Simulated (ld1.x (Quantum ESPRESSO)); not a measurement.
Which change was made? (Ti, PAW)

titanium, PAW, made with ld1.x (Quantum ESPRESSO) 7.5 (LDA (PZ), non-relativistic). Core [Ne], reference 3s2 3p6 3d2 4s2 4p0. Waves: 3s (bound): rcut 1.45, rcutus 1.55 bohr; 4s (bound): rcut 1.45, rcutus 1.55 bohr; 3p (bound): rcut 1.50, rcutus 1.75 bohr; 4p (bound, empty): rcut 1.50, rcutus 1.75 bohr; 3d (bound): rcut 1.15, rcutus 1.40 bohr; 3d channel at 1.1 Ry: rcut 1.15, rcutus 1.40 bohr. Local part: all-electron potential smoothed inside 1.45 bohr (lloc = -1). Core correction: Bessel-smoothed model core inside 1.35 bohr. Augmentation charge: BESSEL, radius 1.15 bohr.

Cutoffs, loose and tight: the cutoffs (Ry, on a coarse ladder) from which the occupation-weighted sum of valence levels, in a spherical-Bessel basis at the reference potential, stays within 10 and 1 mRy of its value at 400 Ry. They do not see the model core or the augmentation charge, which bear on the density cutoff. Test errors are all-electron minus pseudo excitation energies from the reference, over the configurations 3s2 3p6 3d2 4s1 4p0; 3s2 3p6 3d2 4s0 4p0; 3s2 3p6 3d1 4s0 4p0; 3s2 3p6 3d2 4s1.5 4p0; 3s2 3p6 3d3 4s1 4p0; 3s2 3p6 3d0 4s0 4p0; 3s2 3p6 3d1 4s2 4p0 (two spin-polarised tests are not counted in the largest error); variants that change the core or the reference have their own tests. The largest error is taken over the tests solved by every variant that gives reliable tests at all, those not shown here included: 3s2 3p6 3d1 4s0 4p0; 3s2 3p6 3d1 4s2 4p0; 3s2 3p6 3d2 4s0 4p0; 3s2 3p6 3d2 4s1 4p0; 3s2 3p6 3d2 4s1.5 4p0; 3s2 3p6 3d3 4s1 4p0.

The base gives: outcome: generated, overlap not positive; bound ghosts: not determined (overlap not positive); largest test error (meV): +15.

Q: After one change the result is: outcome: generated; cutoff, loose: 50 Ry; cutoff, tight: 80 Ry; bound ghosts: none; largest test error (meV): -1.0. Which change was it?
A. waves 3p (bound): rcut 1.50, rcutus 1.92 bohr; 4p (bound): rcut 1.50, rcutus 1.92 bohr
B. waves 3p (bound): rcut 1.50, rcutus 1.60 bohr; 4p (bound): rcut 1.50, rcutus 1.60 bohr
C. waves 3p (bound): rcut 1.50, rcutus 2.54 bohr; 4p (bound): rcut 1.50, rcutus 2.54 bohr
D. waves 3p (bound): rcut 1.30, rcutus 1.38 bohr; 4p (bound): rcut 1.30, rcutus 1.38 bohr

A: D. The others give: waves 3p (bound): rcut 1.50, rcutus 1.92 bohr; 4p (bound): rcut 1.50, rcutus 1.92 bohr → outcome: generated, overlap not positive; bound ghosts: not determined (overlap not positive); largest test error (meV): -170 | waves 3p (bound): rcut 1.50, rcutus 1.60 bohr; 4p (bound): rcut 1.50, rcutus 1.60 bohr → outcome: generated; cutoff, loose: 50 Ry; cutoff, tight: 80 Ry; bound ghosts: none; largest test error (meV): -1.7 | waves 3p (bound): rcut 1.50, rcutus 2.54 bohr; 4p (bound): rcut 1.50, rcutus 2.54 bohr → outcome: generated; cutoff, loose: 50 Ry; cutoff, tight: 80 Ry; bound ghosts: none; largest test error (meV): -11. A file whose overlap is not positive is unfit for use, and its test errors describe a broken file.
